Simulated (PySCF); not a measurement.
Which determinant of HfO lies lowest?

Unrestricted PBE0; Hf cc-pVDZ-PP with ECP60, O cc-pVDZ; scalar-relativistic core potentials (PySCF 2.14). Outer shells of the fragments: Hf 5d2 6s2; O 2s2 2p4.

Followed along the bond (rough minima from three points):

```csv
2Ms+1,unpaired,⟨S²⟩ at the start,R at minimum (Å),Te (eV)
1,none,0.00,1.72,0.00
3,"σ ↑, δ ↑",2.03,1.74,0.83
1,"σ ↓, δ ↑",1.00,1.73,1.42
3,"σ ↑, π ↑",2.01,1.74,1.89
5,"σ ↑, π ↑, δ ↑↑",6.00,1.98,4.61
```

Solutions found at the starting distance of 2.000 Å, counted from the lowest of them; the search is not exhaustive and high or unbound solutions are not listed, so other states can lie among these:

```csv
2Ms+1,unpaired,term,E (eV),⟨S²⟩,⟨Lz²⟩,μ (D)
1,none,¹Σ⁺,0.00,0.00,0.00,-4.90
3,"σ ↑, δ ↑",³Δ,0.56,2.03,4.00,-6.30
1,"σ ↓, δ ↑",mixed,1.15,1.00,4.00,-5.70
3,"σ ↑, π ↑",³Π,1.54,2.01,1.01,-4.62
1,"σ ↑, π ↓",mixed,1.94,1.01,1.26,-5.02
3,σ ↑↑,³Σ⁺,2.17,2.02,0.00,-2.54
3,"π ↑, δ ↑",mixed,2.36,2.05,5.01,-1.85
1,"π ↓, δ ↑",mixed,2.36,1.05,5.02,-1.84
3,"π ↑, δ ↑",mixed,2.90,2.05,5.00,-5.42
5,"σ ↑, π ↑, δ ↑↑",⁵Π,3.17,6.00,1.03,-3.50
5,"σ ↑, π ↑↑, δ ↑",mixed,3.30,6.00,5.96,-1.84
5,"σ ↑, π ↑↑, δ ↑",mixed,3.44,6.00,5.91,-1.70
5,"σ ↑, π ↑↑, δ ↑",mixed,3.45,6.00,6.00,-1.82
```

A term symbol is given only where ⟨S²⟩ and ⟨Lz²⟩ are close to those of a pure state; real π, δ and φ orbitals otherwise mix terms. A positive dipole means Hf(−)O(+).

Spin–orbit coupling is left out. Counting both spins, an empty level lies below a filled one in some of these solutions, because spin and occupation are held.
